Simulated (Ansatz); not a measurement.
This geometry of CH6ClNO2Si (12 atoms, charge 0, multiplicity 1) is a first-order saddle point.

All numbers below come from Ansatz 0.2.0, RKS PBE/def2-SVP.

```xyz
12
Properties=species:S:1:pos:R:3
N -0.599 -0.503 -1.394
C -0.213 -0.465 -0.013
O 0.580 -1.591 0.320
O -1.360 -0.551 0.805
Si 0.812 1.193 0.308
Cl 0.095 2.070 2.061
H 0.208 -0.378 -2.019
H -0.990 -1.440 -1.587
H 0.579 -1.669 1.294
H -1.945 0.193 0.564
H 2.273 0.900 0.502
H 0.637 2.187 -0.808
```

Question: Which two structures does it join? (They come from a converged band through this point; their orientation in space is the band's.)

Answer: No bond is made or broken. The dihedral O4–C2–Si5–H12 goes from -171 to -43°.

Image 0:

```xyz
12
Properties=species:S:1:pos:R:3
N -1.098 -0.317 -1.098
C -0.140 -0.478 -0.049
O 0.839 -1.457 -0.384
O -0.777 -0.946 1.127
Si 0.812 1.172 0.310
Cl -0.462 2.521 1.286
H -0.656 0.043 -1.954
H -1.503 -1.240 -1.319
H 1.235 -1.761 0.457
H -1.444 -0.270 1.365
H 1.946 0.862 1.241
H 1.326 1.815 -0.949
```

Image 10:

```xyz
12
Properties=species:S:1:pos:R:3
N -0.316 -0.630 -1.445
C -0.275 -0.422 -0.024
O 0.296 -1.523 0.641
O -1.602 -0.280 0.464
Si 0.746 1.194 0.336
Cl 1.163 1.163 2.391
H 0.628 -0.813 -1.810
H -0.879 -1.476 -1.631
H 0.346 -1.294 1.593
H -2.042 0.373 -0.116
H 2.056 1.218 -0.401
H -0.044 2.436 0.036
```

Question: How far does it lie above each of them?

Answer: 0.197 eV above the first and 0.184 eV above the second. This is the barrier of this one path; another mechanism may lie lower.

Time of the run: 2.6 min on 2 threads of Arm Neoverse V1, on a shared host, peak memory 0.17 GiB.
